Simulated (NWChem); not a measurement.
Molecule: BeO; SMILES [O]=[Be]

```xyz
2

Be     0.0000     0.0000    -0.8849
O      0.0000     0.0000     0.4534
```
Atoms are numbered in this order, from 1.

Coordinates come from a PBE0/def2-SVP optimisation.

Task: List the 4 lowest vertical singlet excitations from PBE/aug-cc-pVDZ, full TDDFT (NWChem).

Result: 
| state | energy (eV) | oscillator strength | leading excitation (squared amplitude) |
|---|---|---|---|
| S1 | 1.33 | 0.010 | HOMO → LUMO (1.00) |
| S2 | 1.33 | 0.010 | HOMO−1 → LUMO (1.00) |
| S3 | 2.55 | 0.029 | HOMO−2 → LUMO (0.98) |
| S4 | 5.54 | 0.000 | HOMO−1 → LUMO+2 (0.50) |
